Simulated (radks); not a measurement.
Results of a calculation; reference values are marked as such.
Task: Radial electron density D(r) = 4 pi r^2 rho(r) of an atom or ion with 64 electrons. Code: a radial shooting solver on a logarithmic mesh with Libxc functionals. Model: scalar-relativistic Kohn-Sham, PBE, spin-polarised, spherical densities, finite nucleus; Fermi nuclear charge, rms radius of each element as measured or else 0.836 A^(1/3) + 0.57 fm.

| r (bohr) | D(r) (e/bohr) | spin D(r) |
|---|---|---|
| 0.001204 | 6.319 | 0.00000800 |
| 0.001632 | 10.17 | 0.0000128 |
| 0.002211 | 16.05 | 0.0000200 |
| 0.002997 | 24.63 | 0.0000303 |
| 0.00403 | 36.08 | 0.0000435 |
| 0.005461 | 50.85 | 0.0000594 |
| 0.007401 | 67.09 | 0.0000746 |
| 0.01003 | 81.20 | 0.0000833 |
| 0.01359 | 88.30 | 0.0000798 |
| 0.01842 | 85.81 | 0.0000627 |
| 0.02497 | 79.10 | 0.0000240 |
| 0.03384 | 81.73 | -0.000136 |
| 0.04586 | 100.7 | -0.000775 |
| 0.06216 | 117.6 | -0.00195 |
| 0.08424 | 107.1 | 0.00224 |
| 0.1133 | 89.27 | 0.0445 |
| 0.1535 | 99.01 | 0.245 |
| 0.208 | 99.34 | 0.867 |
| 0.2819 | 60.12 | 2.19 |
| 0.3821 | 47.04 | 3.95 |
| 0.5178 | 54.63 | 4.95 |
| 0.7018 | 35.88 | 4.32 |
| 0.9512 | 17.73 | 2.79 |
| 1.289 | 11.26 | 1.31 |
| 1.747 | 5.755 | 0.397 |
| 2.349 | 1.681 | 0.0709 |
| 3.183 | 0.2423 | 0.00636 |
| 4.314 | 0.01731 | 0.0000116 |
| 5.847 | 0.0006717 | -0.0000758 |

What is the nuclear charge?

Result: Z = 66. The innermost maximum, from 1s, lies near gamma/Z bohr with gamma = sqrt(1 - (Z/c)^2) = 0.876, here 0.0133 bohr (found: 0.0145), and its height grows with Z. The density is that of the dysprosium ion Dy2+ in [Xe] 4f10; the configuration itself is not fixed sharply by these data, and Z only to a few units. D(r) has 4 maxima, at r = 0.0145, 0.0652, 0.182, 0.498 bohr, and minima at 0.0279, 0.119, 0.353 bohr, inside which lie 1.93, 11.13, 29.42 electrons.
